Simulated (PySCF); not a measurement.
## SrBi: from constants to spectrum

UHF-CCSD(T) constants of SrBi, ⁴Σ⁻ (quartet), unpaired electrons σ ↑, π ↑↑ (PySCF, scalar-relativistic core potentials, basis sets Sr def2-SVP with ECP28, Bi def2-SVP with ECP60; masses 87.9056 and 208.9804 u):

- ωe: 95.1 cm⁻¹
- ωexe: 0.512 cm⁻¹
- Be: 0.023022 cm⁻¹
- αe: 0.000112 cm⁻¹
- De to Sr + Bi: 0.375 eV

**Question.** What force constant and bond length do these constants imply?

**Answer.** Reduced mass μred = 61.877 u; k = 5.8918×10⁻⁷·μred·ωe² (u, cm⁻¹, mdyn/Å) = 0.330 mdyn/Å; Re = √(16.8576/(μred·Be)) (u, cm⁻¹, Å) = 3.440 Å.

**Question.** Estimate the centrifugal constant D from the Kratzer relation and find the Dunham coefficient a1.

**Answer.** D = 4Be³/ωe² = 5.4e-09 cm⁻¹; a1 = −1 − αeωe/(6Be²) = -4.35.

Correlated steps freeze 4 core orbitals. The bond is weak. Basis-set superposition, not corrected here, can be much of De in a small basis, most of all at correlated wavefunction levels. These are scalar-relativistic numbers at best; spin–orbit coupling would shift them, the dissociation energy most. The state was picked by a PBE0 search and need not be the measured ground state.
